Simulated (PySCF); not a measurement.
Q: Write a Z-matrix for `C=C[P@](=O)([O-])c1cccs1` as optimised with PBE0-D3(BJ)/def2-SVP. (Charge -1.)

A: 
Z-matrix in Å and degrees, rows numbered from 1:
```
C 
C   1  1.3347
P   2  1.8379  1  121.19
O   3  1.5091  2  107.48  1     3.78
O   3  1.5077  2  107.52  1  -134.42
C   3  1.8491  2  100.84  1   115.06
C   6  1.3751  3  129.13  2   -90.33
C   7  1.4232  6  113.46  3  -178.43
C   8  1.3749  7  112.27  6     0.19
S   9  1.7203  8  111.18  7     0.36
H   1  1.0977  2  123.03  3   176.07
H   1  1.0967  2  118.43  3    -3.39
H   2  1.0982  1  120.99  3  -176.11
H   7  1.0914  6  120.76  3     0.68
H   8  1.0931  7  124.44  6   179.62
H   9  1.0905  8  127.69  7   179.21
```

Of the pairs four or more bonds apart, O4···H12 is among the closest relative to their van der Waals radii: 2.51 Å, 92 % of the sum of Bondi's values. C9 (aromatic CH next to a ring sulfur) is planar (angles 127.7°, 121.1° and 111.2°, sum 360.0°, 0.01 Å off the plane of its three neighbours). C8 (aromatic CH carbon) is planar (angles 124.4°, 123.3° and 112.3°, sum 360.0°, 0.00 Å off the plane of its three neighbours). The 4 C–C bonds span 1.335 Å (C1=C2, drawn double) to 1.423 Å (C7–C8, aromatic), a spread of 0.088 Å.

Theory: PBE0-D3(BJ)/def2-SVP geometry optimisation, gas phase (PySCF).

Point group: C1 (no symmetry element, even within 0.4 Å). No PBE0-D3(BJ)/def2-SVP frequencies stand behind this structure, so it isn't proved a minimum. Torsions: C1–C2–P3–O4 4°, C2–P3–C6–C7 -90°.

Time: 5.6 min; peak memory 0.84 GiB. Hardware: one thread, Arm Neoverse V2 (aarch64) (shared host). That covers the optimisation of the geometry.

One conformer stands for the species.
